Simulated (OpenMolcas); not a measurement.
# S⁴⁺: effect of the active space

| Quantity | Value |
| --- | --- |
| Program | OpenMolcas 26.06 |
| Method | MS-CASPT2 or its RAS form, IPEA 0.25 Eh, imaginary shift 0.1 Eh |
| Basis | ANO-R2 |
| Scalar Hamiltonian | X2C, finite nucleus |
| Spin-orbit coupling | RASSI with atomic mean-field integrals over the reference wave functions, term energies averaged over their components |

A. 2 electrons in 4 orbitals (3s 3p); 2S+1 = 3 even, 3 roots; 2S+1 = 1 even, 7 roots; 2S+1 = 3 odd, 3 roots; 2S+1 = 1 odd, 3 roots; closed shells correlated: 2s 2p; CASPT2 step roughly 1.5 core-seconds
B. 2 electrons in 8 orbitals (3s 3p 4s 4p); 2S+1 = 3 even, 3 roots; 2S+1 = 1 even, 7 roots; 2S+1 = 3 odd, 3 roots; 2S+1 = 1 odd, 3 roots; closed shells correlated: 2s 2p; CASPT2 step roughly 3 core-seconds
C. 2 electrons in 9 orbitals (RAS2 3s 3p; RAS3 3d, at most 2 electrons); 2S+1 = 3 even, 3 roots; 2S+1 = 1 even, 7 roots; 2S+1 = 3 odd, 3 roots; 2S+1 = 1 odd, 3 roots; closed shells correlated: 2s 2p; CASPT2 step roughly 6 core-seconds

Energies in cm⁻¹ above 3s² ¹S₀, the measured ground level; measured values from NIST levels in Podobedova, Kelleher and Wiese, J. Phys. Chem. Ref. Data 38, 171 (2009); Martin, Zalubas and Musgrove, J. Phys. Chem. Ref. Data 19, 821 (1990).

```csv
Level,A,B,C,Measured
3s² ¹S₀,0.0,0.0,0.0,0.0
3s 3p ³P°₀,83025,82963,82927,83024
3s 3p ³P°₁,83352,83291,83252,83394
3s 3p ³P°₂,84020,83960,83917,84155
3s 3p ¹P°₁,128748,128388,126907,127151
3p² ³P₀,200411,200256,200012,199967
3p² ³P₁,200762,200607,200360,200371
```

Deviations, from unrounded energies. A percentage is the sum of absolute deviations over the sum of measured energies, with the sign that they share, or ± where signs differ.

```tsv
Against measurement	Levels	A	B	C
mean absolute deviation (cm-1)	6	440	350	130
other configurations (%)	6	±0.3	±0.3	±0.1
```

C lies closest to measurement on these levels and A furthest from it. The largest miss of C in the table is 3s 3p ¹P°₁, by -240 cm-1. The ranking rests on the paired levels alone, and a cruder setting can come out closer through cancelling errors.

Among A to C the level of the table that moves most is 3s 3p ¹P°₁, by 1800 cm-1 (lowest in C, highest in A).

Over all roots computed the reference weight is 0.92 to 0.99 in A, 0.90 to 0.99 in B; the roots of lowest weight are the least certain, and an intruder state may touch them. The ¹D term of p² mixes with s d, which this space lacks (holds for A; B). Active for correlation alone: 4p 4s; no level in the range computed is led by a configuration that fills them, so any true level of that kind is missing (holds for B). Active for correlation alone: 3d; no level in the range computed is led by a configuration that fills it, so any true level of that kind is missing (holds for C). Some terms mix strongly with configurations of 3d, whose occupation reaches 0.26 (3p² ¹D) (holds for C). Measured partners are found by configuration, term and J. A level has none where our copy of the source lacks it or the pairing is in doubt (some pairs that miss far off the trend of their configuration count as doubtful), and it then counts in no deviation. Levels of configurations outside the active space are missing. Levels that lie high or do not pair safely by name in every column are left out.

° marks odd parity.
